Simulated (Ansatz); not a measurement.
Consider the formal hydrolysis of a Ge–C bond: `N[CH2][GeH2][SiH3]` + H₂O → `[OH][GeH2][SiH3]` + CH₃NH₂.

Calculated with Ansatz (gas phase, PBE0-D4/def2-TZVP geometries, no zero-point term in ΔE). CCSD(T)/CBS adds triple-zeta CCSD(T) − MP2 to the extrapolated MP2 energy (def2 sets, frozen cores). This one scheme is used for every species. DFT in def2-TZVPP. B3LYP here is the variant with VWN-RPA as its local correlation; programs differ in this. For Ge outer-core shells are correlated without core-valence functions, which leaves a few kJ/mol of doubt a bond. Scalar relativity is left out up to krypton. Each species was taken in one conformer, which may not be the lowest.

```tsv
level	ΔE (kJ/mol)	difference from CCSD(T)/CBS
PBE0-D4	-31.5	-1.5
B2PLYP	-43.5	-13.5
r2SCAN	-40.5	-10.5
PBE0	-36.7	-6.7
B3LYP	-48.0	-18.0
HF/def2-TZVPP	-58.7	-28.7
MP2/def2-TZVPP	-30.8	-0.8
HF/def2-QZVPP	-60.4	-30.4
MP2/def2-QZVPP	-29.6	0.4
SCS-MP2/def2-QZVPP	-37.9	-7.9
CCSD(T)/CBS	-30.0	0
```

Largest T1 diagnostic among the species: 0.012.

The D4 term adds +9.1 kJ/mol with B3LYP and +5.2 kJ/mol with PBE0; it sums over pairs of atoms, weighted by their polarisabilities, and B3LYP, whose exchange is more repulsive, gets the larger term. In def2-TZVPP, CCSD(T) changes the Hartree–Fock value by +25.6 kJ/mol (the triples alone add +2.3 kJ/mol) and MP2 by +27.9 kJ/mol.
